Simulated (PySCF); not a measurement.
## Spin-rotation constants: `B[CH2][AlH][O]CC`, C$_{3}$H$_{10}$AlBO

Molfile (atoms numbered from 1):
```
C3H10AlBO
     RDKit          3D

 16 15  0  0  0  0  0  0  0  0999 V2000
    2.7131    0.2838    0.1185 B   0  0  0  0  0  0  0  0  0  0  0  0
    2.1476   -0.2973    1.4088 C   0  0  0  0  0  0  0  0  0  0  0  0
    0.7452   -1.2521    0.2996 Al  0  0  0  0  0  3  0  0  0  0  0  0
   -0.6757   -0.6059   -0.2170 O   0  0  0  0  0  0  0  0  0  0  0  0
   -1.8891   -0.0171   -0.5904 C   0  0  0  0  0  0  0  0  0  0  0  0
   -2.3666    0.9737    0.4636 C   0  0  0  0  0  0  0  0  0  0  0  0
    3.5315   -0.3052   -0.4883 H   0  0  0  0  0  0  0  0  0  0  0  0
    2.3181    1.3068   -0.3085 H   0  0  0  0  0  0  0  0  0  0  0  0
    1.6528    0.3727    2.1168 H   0  0  0  0  0  0  0  0  0  0  0  0
    2.7230   -1.0587    1.9361 H   0  0  0  0  0  0  0  0  0  0  0  0
    0.9201   -2.7189   -0.1078 H   0  0  0  0  0  0  0  0  0  0  0  0
   -1.7514    0.4963   -1.5495 H   0  0  0  0  0  0  0  0  0  0  0  0
   -2.6367   -0.8079   -0.7242 H   0  0  0  0  0  0  0  0  0  0  0  0
   -2.4912    0.4656    1.4174 H   0  0  0  0  0  0  0  0  0  0  0  0
   -1.6316    1.7656    0.5855 H   0  0  0  0  0  0  0  0  0  0  0  0
   -3.3167    1.4074    0.1630 H   0  0  0  0  0  0  0  0  0  0  0  0
  1  2  1  0
  2  3  1  0
  3  4  1  0
  4  5  1  0
  5  6  1  0
  1  7  1  0
  1  8  1  0
  2  9  1  0
  2 10  1  0
  3 11  1  0
  5 12  1  0
  5 13  1  0
  6 14  1  0
  6 15  1  0
  6 16  1  0
M  END
```

Computed with GIAO BHandHLYP/pcSseg-1 magnetisability, rotational g tensor and spin-rotation constants, non-relativistic, gas phase in PySCF 2.14.0. Geometry: GFN2-xTB.

Give the nuclear spin-rotation constants along the inertial axes (H = +C I·J) beside the isotropic shieldings.

Rotational constants 5.4789, 1.3509, 1.2428 GHz. A star marks the isotopologue with that one atom substituted, in its own axes.
| atom | isotope | Caa (kHz) | Cbb (kHz) | Ccc (kHz) | mean (kHz) | σ (ppm) |
| --- | --- | --- | --- | --- | --- | --- |
| B1 | 11B | 1.731 | 0.424 | 0.474 | 0.876 | 31.1 |
| Al3 | 27Al | 4.118 | 0.723 | 0.789 | 1.877 | 386.3 |
| H7 | 1H | 0.044 | -0.043 | -0.065 | -0.021 | 24.8 |
| H8 | 1H | -0.188 | -0.005 | -0.049 | -0.081 | 24.9 |
| H9 | 1H | -0.407 | -0.022 | -0.090 | -0.173 | 28.4 |
| H10 | 1H | -0.087 | -0.110 | -0.080 | -0.093 | 28.3 |
| H11 | 1H | -0.410 | 0.026 | -0.093 | -0.159 | 27.7 |
| H12 | 1H | -0.566 | -0.126 | 0.068 | -0.208 | 27.6 |
| H13 | 1H | -0.320 | 0.003 | -0.103 | -0.140 | 27.5 |
| H14 | 1H | -0.596 | -0.152 | 0.032 | -0.239 | 30.5 |
| H15 | 1H | -0.371 | -0.018 | -0.136 | -0.175 | 30.2 |
| H16 | 1H | 0.087 | -0.146 | -0.137 | -0.065 | 30.8 |
| C2 | 13C* | 1.382 | 0.309 | 0.234 | 0.641 | 115.1 |
| O4 | 17O* | -1.060 | -0.216 | -0.083 | -0.453 | 226.9 |
| C5 | 13C* | 0.906 | 0.318 | 0.286 | 0.504 | 122.0 |
| C6 | 13C* | 0.796 | 0.197 | 0.197 | 0.397 | 162.6 |

For the geometry as given, no vibrational averaging.

How do the rotational constants and the g tensor change when H7, H8, H9, H10, H11, H12, H13, H14, H15, H16 are replaced by deuterium?

Constants 4.1996, 1.1274, 1.0404 GHz; g -0.0454, -0.0092, -0.0144, against -0.0588, -0.0111, -0.0171 before.
